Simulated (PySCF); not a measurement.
# Polarisability and C₆ of Ge⁻ (germanium, charge -1)

[Ar] 3d10 4s2 4p3, high-spin 4S determinant. All numbers are calculated (PySCF 2.14, scalar relativity through the core potential, in aug-cc-pVTZ-PP with ECP10MDF). Coupled (time-dependent) response in atomic units; α is the mean over directions.

```json
{"method": "UHF", "mean α (bohr³)": "126.7", "C₆ (like pair)": "1824", "S(−4)": "8588"}
```

S(−4) is the Cauchy moment in α(ω) = α(0) + S(−4) ω² + …

α(iu) at UHF:

| u (hartree) | α(iu) (bohr³) |
| --- | --- |
| 0 | 126.7 |
| 0.0500 | 109.6 |
| 0.100 | 83.12 |
| 0.200 | 48.55 |
| 0.300 | 30.75 |
| 0.500 | 15.10 |
| 0.750 | 7.957 |
| 1.00 | 4.929 |
| 1.50 | 2.469 |
| 2.00 | 1.502 |
| 3.00 | 0.7373 |
| 5.00 | 0.2911 |

A single London oscillator, α(iu) = α/(1 + u²/ω²), gives C₆ = (3/4) ω α². Matching the computed C₆ needs ω = 4 × 1824 / (3 × 126.7²) = 0.151 hartree.

For an ion, C₆ is the dispersion term alone; charge-induced terms of lower order in 1/R come first.

Energies and moments cover only the electrons outside the core potential.
